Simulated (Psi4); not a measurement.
CS2, triplet, at a GFN2-xTB geometry (a higher spin typed on purpose: for a closed-shell molecule this is an excited state). Base run: HF/def2-SVP (Psi4).

The Psi4 input:
```
memory 2 GB

molecule mol {
0 3
S    -1.458793    0.087197    0.139066
C    -0.017193   -0.124188   -0.584844
S     1.465240   -0.040627    0.080250
}

set {
  basis def2-svp
  reference uhf
}

energy('scf')
print_variables()
```

Each row names what was changed in the base input (with any setting that the change needs).

```csv
change,E (Eh),SCF-reference dipole (D),SCF-reference <S^2>
base,-832.56313,0.73,2.024
functional = bp86,-834.20155,0.65,2.003
functional = m06-2x,-834.05749,0.73,2.004
functional = m06,-834.05337,0.67,2.003
functional = svwn,-831.79766,0.70,2.001
functional = dsd-pbep86,-833.38764,-,2.015
functional = x3lyp,-834.03632,0.66,2.005
functional = wb97m-v,-834.05421,0.72,2.004
functional = scan,-834.15340,0.57,2.007
functional = hse06,-833.82728,0.65,2.006
functional = cam-b3lyp,-834.10449,0.69,2.006
functional = pbe,-833.73241,0.65,2.003
functional = tpssh,-834.15271,0.59,2.005
```

Absolute energies of different levels of theory aren't comparable as measures of quality.

Open shells are given as the SCF converged; they aren't shown to be the lowest states, and a large step between rows can be another state.
